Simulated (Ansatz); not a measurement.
## ScCl: shapes and states compared

Computed with Ansatz's Gaussian-basis code (development build). Basis cc-pwCVTZ-DK on Sc, cc-pVTZ-DK on Cl, scalar X2C without spin–orbit coupling, 10 orbitals frozen in the corrections; active space CAS(10,10), shells under the valence barred from it. Restricted Hartree–Fock, then the lowest state-specific CASSCF solution met for each case. Single-reference values can break down or jump between states where bonds are stretched. Solutions in different active orbitals can move differences by tenths of an eV and at times more than 1 eV.

Case A, singlet: bond length 2.5645 Å.

Case B, singlet: bond length 2.2300 Å.

Case C, triplet: bond length 2.2300 Å.

Energy less that of case A, in eV:

```tsv
case	RHF/ROHF	CASSCF
B	-0.352	-0.110
C	-1.042	-0.346
```

(1) What does SC-NEVPT2 give for these differences?

(2) Which case is lowest, and do the methods agree?

Results:

(1) B: -0.417 eV (-9.6 kcal/mol); C: -0.544 eV (-12.5 kcal/mol).

(2) C is lowest in SC-NEVPT2. Of the methods shown, RHF/ROHF, CASSCF agree.
